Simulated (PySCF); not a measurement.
BBr2, SMILES Br[B]Br (connectivity only; charge and spin as stated), charge +1, multiplicity 1. Geometry optimised at B3LYP-D3(BJ)/def2-TZVP. The multiplicity is an assumed one; other spin states were not compared. The isomer is the one that the SMILES or the coordinates give; other isomers of the formula were not compared.

All values below come from B3LYP-D3(BJ)/def2-TZVP (PySCF).

Harmonic wavenumbers (cm⁻¹): 277, 277, 331, 1261. Rotational constants (GHz): 1.013 (linear); symmetry number 2.

Problem. Work out the zero-point energy and the ideal-gas rigid-rotor harmonic-oscillator thermochemistry at 298.15 K and 1 atm.

Solution. ZPE = ½ Σ hcν = ½ × 2147 cm⁻¹ = 3.07 kcal/mol. H − E(el) = 5.95 kcal/mol. Entropy in cal/(mol K): translation 41.31, rotation 17.94, vibration 4.39, total 63.64. G − E(el) = -13.02 kcal/mol. Cp = 12.17 cal/(mol K).
